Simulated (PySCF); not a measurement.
**Correlation energy of P (phosphorus, neutral)**

[Ne] 3s2 3p2 4s1, high-spin 4P determinant (an excited configuration). Calculation: PySCF 2.14, in aug-cc-pV(D+d)Z; the non-relativistic Hamiltonian (point nucleus). Frozen: [Ne]; 5 electrons correlated.

| level | correlation energy (mhartree) |
| --- | --- |
| CCSD | -83.93 |
| (T) | -1.90 |
| CCSD(T) | -85.83 |
| CCSDT | -86.69 |

Diagnostics: T1 = 0.016, D1 = 0.0496, largest double amplitude 0.100.

The outer electron is Rydberg-like, and this basis confines it to a smaller radius and binds it less than a complete one would.

Cost of the coupled-cluster step: of the order of 0.5 core-seconds, for 5 correlated electrons.
